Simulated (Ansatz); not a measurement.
Reaction (ligand exchange at a Li–Cl bond): `[Li][Cl]` + dimethylamine → `[Li][N](C)C` + HCl

Program: Ansatz. Geometries: PBE0-D4/def2-TZVP. ΔE: electronic, gas phase. CCSD(T)/CBS is the MP2 limit (def2-TZVPP, def2-QZVPP) plus CCSD(T) − MP2 in def2-TZVPP, frozen cores. This one scheme is used for every species. Functionals use def2-TZVPP. B3LYP here is the variant with VWN-RPA as its local correlation; programs differ in this. For Li outer-core shells are correlated without core-valence functions, which leaves a few kJ/mol of doubt a bond.

`[Li][Cl]`:

Cartesian coordinates in Å:
```
Li 0.459 -0.506 0.739
Cl -0.459 0.506 -0.739
```

`CNC`:

Z-matrix (Å, degrees):
```
C
N 1 1.445
H 1 1.094 2 109.4
H 1 1.092 2 110.0 3 117.9
H 1 1.104 2 114.0 3 -120.2
C 2 1.445 1 112.8 3 65.3
H 2 1.011 1 109.8 3 -171.9
H 6 1.104 2 114.0 1 54.9
H 6 1.094 2 109.4 1 -65.3
H 6 1.092 2 110.0 1 176.8
```

`[Li][N](C)C`:

Cartesian coordinates in Å:
```
Li 2.079 0.657 0.941
N 0.559 0.177 0.253
C -0.657 0.931 0.318
C 0.322 -1.037 -0.470
H -0.520 1.873 0.866
H -1.056 1.201 -0.681
H -1.479 0.387 0.828
H 1.232 -1.647 -0.545
H -0.029 -0.863 -1.508
H -0.451 -1.679 -0.001
```

HCl:

Cartesian coordinates in Å:
```
Cl -0.379 0.515 0.012
H 0.379 -0.515 -0.012
```

Question: Is it downhill or uphill in electronic energy at CCSD(T)/CBS, and by how much? (Best estimate.)

Answer: Ansatz gave: Uphill: ΔE = +202.9 kJ/mol.

Question: What do these levels give: revPBE-D4, B97M-V, ωB97X-V, PBE, B3LYP, r2SCANh, MP2/def2-SVP, CCSD/def2-SVP, CCSD(T)/def2-SVP, HF/def2-TZVPP, SCS-MP2/def2-TZVPP, CCSD/CBS(def2)? (Estimate.)

Answer: Ansatz gave: revPBE-D4 184.9, B97M-V 201.6, ωB97X-V 206.3, PBE 190.2, B3LYP 201.4, r2SCANh 206.0, MP2/def2-SVP 187.3, CCSD/def2-SVP 189.1, CCSD(T)/def2-SVP 184.5, HF/def2-TZVPP 235.4, SCS-MP2/def2-TZVPP 198.1, CCSD/CBS(def2) 208.4 kJ/mol.

Question: What do rigid-rotor, harmonic-oscillator terms from PBE0-D4/def2-TZVP frequencies (298.15 K, 1 bar) make of the CCSD(T)/CBS value? (Best estimate.)

Answer: The calculation gave: ΔZPE = -18.0 kJ/mol, ΔH = +187.4 kJ/mol, ΔS = -4 J/(mol·K), ΔG = +188.8 kJ/mol.

Largest T1 diagnostic among the species: 0.011.

From r2SCAN to r2SCAN0 (25 % exact exchange), in def2-TZVPP and without D4, ΔE moves by +7.6 kJ/mol. In def2-TZVPP, CCSD(T) changes the Hartree–Fock value by −39.3 kJ/mol (the triples alone add −5.5 kJ/mol) and MP2 by −39.5 kJ/mol. The D4 term adds −3.5 kJ/mol with B3LYP and −1.8 kJ/mol with PBE0; it sums over pairs of atoms, weighted by their polarisabilities, and B3LYP, whose exchange is more repulsive, gets the larger term.
